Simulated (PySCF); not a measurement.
Nb²⁺ (niobium, charge +2) across methods

[Kr] 4d3, high-spin 4F determinant. Computed with PySCF 2.14 in x2c-TZVPPall with one added diffuse shell each of s, p, d, f type (9s7p7d3f1g, 95 functions), with the spin-free X2C one-electron Hamiltonian (Gaussian nucleus).

| method | E (hartree) | mean ε 4p α (eV) | mean ε 4p β (eV) | mean ε 4d α (eV) | Σ⟨r²⟩ (bohr²) | ⟨S²⟩ |
| --- | --- | --- | --- | --- | --- | --- |
| PBEsol | -3815.98 | -52.529 | -50.631 | -20.145 | 30.88 | 3.751 |
| LDA | -3813.93 | -52.677 | -50.895 | -20.179 | 30.94 | 3.750 |
| BLYP | -3818.67 | -52.307 | -50.514 | -19.975 | 31.01 | 3.751 |
| UHF | -3816.53525 | -63.257 | -58.234 | -25.378 | 30.68 | 3.755 |
| PW91 | -3818.83 | -52.625 | -50.710 | -20.264 | 30.89 | 3.751 |
| PBE | -3818.16 | -52.558 | -50.622 | -20.208 | 30.90 | 3.751 |
| B3LYP | -3818.60 | -54.835 | -52.488 | -21.295 | 30.86 | 3.751 |
| r2SCAN | -3818.56 | -53.561 | -51.237 | -20.490 | 30.66 | 3.752 |

Problem. Estimate the same row for PBE0.

Solution. E (hartree) = -3818.24; mean ε 4p α (eV) = -55.494; mean ε 4p β (eV) = -52.854; mean ε 4d α (eV) = -21.674; Σ⟨r²⟩ (bohr²) = 30.73; ⟨S²⟩ = 3.751.
